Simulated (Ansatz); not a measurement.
Cost and result up the ladder for InSn₂₀H₃₀, a doped nanocrystal cut from the lattice of tin (In on an inner site) (51 atoms). Charge 0, multiplicity 2. Geometry: PBE-D4/def2-SVP.

Cartesian coordinates in Å:
```
In 0.169 -0.739 0.223
Sn -2.076 1.906 4.016
Sn -3.751 -0.566 -3.464
Sn -4.929 -0.398 1.016
Sn -1.141 1.723 -0.577
Sn 1.402 0.002 -2.308
Sn 1.679 -0.075 2.478
Sn -1.407 -2.994 -0.260
Sn 4.137 2.886 -0.153
Sn 5.108 -1.644 0.035
Sn -2.332 1.845 -3.135
Sn 2.653 2.520 -2.516
Sn -3.195 1.800 1.421
Sn 2.609 2.575 2.200
Sn -0.238 -0.164 4.550
Sn -5.895 -0.423 -1.636
Sn -2.249 -2.898 -2.949
Sn -3.630 -2.854 1.469
Sn 3.260 -2.150 -2.038
Sn 3.888 -1.824 2.576
Sn 6.179 0.943 -0.262
H -3.373 1.894 5.177
H -1.259 3.431 4.186
H -4.398 -0.647 -5.082
H -6.266 -0.210 2.121
H -0.077 3.089 -0.329
H 0.370 -0.325 -3.680
H -0.573 -4.501 0.013
H 4.871 4.468 -0.175
H 6.383 -2.827 -0.112
H -3.454 3.176 -3.186
H -1.147 2.121 -4.373
H 1.459 3.749 -2.783
H 3.724 2.526 -3.887
H -4.112 3.272 1.169
H 1.263 3.673 2.183
H 3.615 3.030 3.547
H 0.412 0.011 6.154
H -1.070 -1.689 4.486
H -6.843 1.001 -1.943
H -6.949 -1.793 -1.825
H -3.240 -4.267 -3.365
H -0.859 -2.949 -3.995
H -4.764 -4.144 1.205
H -3.100 -2.959 3.120
H 2.297 -3.550 -1.656
H 4.076 -2.486 -3.542
H 3.369 -3.450 2.892
H 5.042 -1.391 3.802
H 7.006 1.063 -1.785
H 7.358 1.214 0.983
```

Ansatz on 4 threads of AMD EPYC 7R13 on a shared host and a share (37 GiB) of an NVIDIA H100 80GB HBM3. Times are rough, and most runs start from the orbitals of an earlier one. PBE0-D4/def2-SVP serves as the yardstick here, not as an exact answer. Differences are given only for rows in sets of like size (and for xTB, whose basis is part of the method), since another set adds its own error. Binding counts from free atoms at the same level (In doublet, Sn triplet, H doublet; other spins of the atoms weren't run), without zero-point energy or a counterpoise term.

In the def2 sets In, Sn take a core potential; there is no spin–orbit coupling. Single mean-field runs in def2-SVP, def2-mTZVP are fitted with def2-universal-jkfit.

```csv
level,functions,wall time,binding energy per atom (eV),difference from PBE0-D4/def2-SVP (eV)
revPBE-D4/def2-SVP,696,13 s,2.33,-0.07
r2SCAN-D4/def2-SVP,696,16 s,2.41,0.00
PBE-D4/def2-SVP (with forces),696,19 s,2.41,0.00
r2SCAN-D4/def2-mTZVP,846,22 s,2.38,–
PBE0-D4/def2-SVP,696,33 s,2.40,0.00
```
